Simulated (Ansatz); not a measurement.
Cs3Cl3⁺. The state is a doublet with charge 1. Geometry PBE0-D4/def2-SVP, that of the neutral singlet; atoms count from 1.

```tsv
atom	x (Å)	y (Å)	z (Å)
Cs1	2.429	-1.964	1.317
Cs2	-0.857	1.527	1.435
Cs3	-0.493	-0.434	-2.167
Cl4	-0.705	-1.823	0.936
Cl5	2.018	0.761	-0.227
Cl6	-2.392	1.932	-1.294
```

In the def2 sets Cs takes a core potential; there is no spin–orbit coupling. The structure comes from a short search, and lower isomers may exist.

Problem. Estimate the Mulliken populations from the PBE0/def2-TZVP orbitals of Ansatz.

Solution. 
```tsv
atom	charge (e)	spin (α − β)
Cs1	0.85	-0.01
Cs2	0.81	-0.01
Cs3	0.81	-0.01
Cl4	-0.56	0.25
Cl5	-0.56	0.25
Cl6	-0.35	0.52
```
Mulliken values and Mayer orders depend strongly on the basis.

Problem. Where does the spin sit?

Solution. Summed by element: Cs -0.02, Cl 1.02, of 1 unpaired in all. Largest on single atoms: Cl6 0.52, Cl4 0.25, Cl5 0.25.
